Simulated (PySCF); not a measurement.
**Unknown compound**

The spectra below were simulated for a compound C₅H₉NO₂Si.

$^{1}$H NMR (300 MHz, computed): δ 8.19 (s, 1H), 5.13 (s, 3H), 2.92 (q, 2H), 1.39 (t, 3H).

$^{13}$C{$^{1}$H} NMR (computed): δ 161.8, 148.1, 146.3, 22.4, 14.8.

Level of theory: NMR shieldings at PBE0/pcSseg-1/GIAO, geometry: GFN2-xTB, in PySCF (relativity neglected, equivalent nuclei averaged, one conformer, in vacuum).

Chemical shifts δ = σref − σ; $^{1}$H (σ = 31.72 ppm) and $^{13}$C (σ = 186.93 ppm) against TMS, all at this level.

Choose the structure that fits.
A. C=C(OC)[SiH2]/N=C/C=O
B. CO[Si@@H](O)[C@H]1C[C@@H]1C#N
C. CO[SiH2]/C=C(\C#N)OC
D. CNC(=O)C(=O)/C=C/[SiH3]
E. CCc1nocc1O[SiH3]
F. C#C[C@H](C)NC(=O)[SiH2]O

Answers

E. 

- The formula gives 3 degrees of unsaturation (1 ring in the answer).
- 5 carbon signals for 5 carbons: no two carbons are equivalent.
- Carbon types of the structure: 2 × C, 1 × CH, 1 × CH2, 1 × CH3, leaving 3 H on heteroatoms.
- δC 161.8: substituted aromatic carbon next to a ring nitrogen.
- δC 148.1: aromatic carbon bearing oxygen; an ipso carbon deshielded by its heteroatom.
- δC 146.3: aromatic CH next to the ring oxygen.
- δC 14.8: methyl carbon; aliphatic region, no heteroatom directly attached.
- δH 2.92: hydrogen on an sp3 CH2 on an aromatic ring; benzylic-type position, deshielded by the ring.

The others: CO[Si@@H](O)[C@H]1C[C@@H]1C#N would give 6 signals for carbon-bound and other non-exchanging H, not 4; CNC(=O)C(=O)/C=C/[SiH3] has carbons computed at 188.4, 162.3, 157.5, 144.6, 26.5, with a different DEPT pattern; C#C[C@H](C)NC(=O)[SiH2]O would give 5 signals for carbon-bound and other non-exchanging H, not 4; C=C(OC)[SiH2]/N=C/C=O would give 6 signals for carbon-bound and other non-exchanging H, not 4; CO[SiH2]/C=C(\C#N)OC has carbons computed at 153.1, 119.8, 109.4, 55.6, 53.8, with a different DEPT pattern.

Shifts are as computed. Against solution values, carbons near 30 ppm lie about +3 ppm off and those near 130 ppm about +5 ppm. Of 1309 compounds with measured shifts, 239 miss one by over three times the rms of a fit or turn the order of signals round; such compounds aren't used in these exercises. Multiplicities follow the n + 1 count of equivalent neighbours, as no J values were calculated; m marks all less simple cases, F and P coupling included.
